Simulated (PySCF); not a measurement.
## Removing an electron from AlBr3.OEt2

AlBr3.OEt2, C₄H₁₀AlBr₃O.
Geometry (PBE0-D3(BJ)/def2-SVP, Å), atoms numbered from 1 in this order:
```
atom  x, y, z in Å
C1     2.104   -0.794   -0.363
C2     0.917   -0.786    0.566
O3    -0.039    0.236    0.197
C4    -1.070   -0.166   -0.737
C5    -2.245   -0.780   -0.023
Al6    0.219    2.110    0.502
Br7    1.819    2.153    2.112
Br8   -1.849    2.806    1.139
Br9    0.879    2.819   -1.558
H10    2.793   -1.599   -0.065
H11    2.648    0.160   -0.307
H12    1.808   -0.965   -1.408
H13    0.373   -1.742    0.570
H14    1.213   -0.554    1.597
H15   -0.605   -0.846   -1.467
H16   -1.353    0.748   -1.279
H17   -1.962   -1.690    0.526
H18   -2.678   -0.057    0.683
H19   -3.015   -1.054   -0.758
```

Level: CAM-B3LYP/def2-SVPD (PySCF). Frontier orbitals with their largest atomic shares (Löwdin; up to four atoms above 4 %):

```csv
orbital,ε (eV),main atoms
HOMO−3,-9.74,"Br9 38 %, Br8 34 %, Br7 15 %, Al6 10 %"
HOMO−2,-9.46,"Br7 43 %, Br8 28 %, Br9 19 %, Al6 5 %"
HOMO−1,-9.38,"Br9 47 %, Br8 32 %, Br7 11 %, Al6 4 %"
HOMO,-9.09,?
LUMO,0.43,"Al6 33 %, Br7 14 %, Br8 12 %, Br9 11 %"
LUMO+1,0.94,"H13 13 %, H15 9 %, Br8 8 %, Br9 8 %"
LUMO+2,1.19,"Br9 20 %, Br8 18 %, Br7 8 %, C1 8 %"
```

Problem. What vertical ionisation energy does ΔSCF give, and how far is −ε(HOMO) from it?

Solution. ΔSCF: 9.88 eV (953 kJ/mol; threshold wavelength 126 nm); ⟨S²⟩ of the doublet left behind is 0.757, against 0.75 for a pure doublet. −ε(HOMO) is 9.09 eV, 0.79 eV below it. In exact Kohn–Sham theory the two would be equal; CAM-B3LYP (range-separated hybrid) falls short of its own ΔSCF value by 8 %. Holes in the HOMO−1 and HOMO−2 were tried too where these lie within 1.2 eV of the HOMO; the lowest converged state counts.

Problem. On which atoms does the HOMO lie?

Solution. Br9 (bromine bonded to Al) 38 %, Br8 (bromine bonded to Al) 35 %, Br7 (bromine bonded to Al) 26 %, so no atom holds as much as 40 %. The HOMO−1 lies 0.29 eV lower.

Problem. With α = 137.9 au, estimate the like-pair dispersion coefficient by London's formula C6 = (3/4)α²I.

Solution. I = 0.3630 Eh, so C6 ≈ 5180 au, a rough estimate.

Problem. What total energies stand behind the ΔSCF value?

Solution. E(N) = -8197.90906 Eh and E(N − 1) = -8197.54609 Eh at the same geometry, 0.36297 Eh apart.

Problem. Shift the occupied levels rigidly so that −ε(HOMO) equals the ΔSCF value. What binding energies result?

Solution. The shift is +0.79 eV: HOMO 9.88, HOMO−1 10.17, HOMO−2 10.25, HOMO−3 10.53 eV. A rigid shift is only a rough guide to the deeper ionisations.

Isolated species at its PBE0-D3(BJ)/def2-SVP geometry (one conformer only). The calculation is non-relativistic, for bromine too.

The run behind these numbers computed excited states and ΔSCF ions as well. On one thread, x86-64 server, shared host, this took 12 min wall.
